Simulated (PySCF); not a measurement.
SbF2Br, SMILES [Sb]([F])([F])[Br].

Geometry: B3LYP-D3(BJ)/def2-SVP. The def2 effective core potentials stand for the cores of Sb; spin–orbit coupling is left out.

The numbers are results of PySCF with B3LYP-D3(BJ)/def2-SVP, not measurements.

Frequencies are harmonic and unscaled.

```csv
mode,ν (cm⁻¹),IR (km/mol),moving atoms (share of kinetic energy)
1,130,0.7,"F 80 %, Br 12 %"
2,151,5.8,"F 73 %, Br 22 %"
3,208,10.9,"F 85 %, Sb 14 %"
4,261,46.2,"Br 51 %, Sb 46 %"
5,634,70.0,"F 85 %, Sb 15 %"
6,641,67.0,"F 87 %, Sb 13 %"
```
